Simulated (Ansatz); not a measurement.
Sr2Se⁺. Charge 1, multiplicity 2. Geometry B3LYP-D4/def2-TZVP; atoms count from 1.

```
atom   x (Å)   y (Å)   z (Å)
 Sr1  -1.699  -0.105  -2.136
 Sr2   1.782  -0.017   2.070
 Se3  -0.083   0.122   0.066
```

In the def2 sets Sr takes a core potential; there is no spin–orbit coupling. The structure comes from a short search, and lower isomers may exist.

Problem. Estimate the Mulliken populations from the PBE0/def2-TZVP orbitals of Ansatz.

Solution. 
| atom | charge (e) | spin (α − β) |
| --- | --- | --- |
| Sr1 | 0.94 | 0.52 |
| Sr2 | 0.94 | 0.52 |
| Se3 | -0.89 | -0.04 |
Mulliken values and Mayer orders depend strongly on the basis.

Problem. Where does the spin sit?

Solution. Summed by element: Sr 1.04, Se -0.04, of 1 unpaired in all. Largest on single atoms: Sr2 0.52, Sr1 0.52, Se3 -0.04.

Problem. And the Mayer bond orders between bonded heavy atoms (over 0.3)?

Solution. Sr1–Se3 0.91 (2.74 Å); Sr2–Se3 0.91 (2.74 Å). Values over 0.3 also appear between atoms too far apart for a bond (Sr1–Sr2 0.55 at 5.46 Å); they arise where an orbital or an unpaired electron spreads over both atoms.
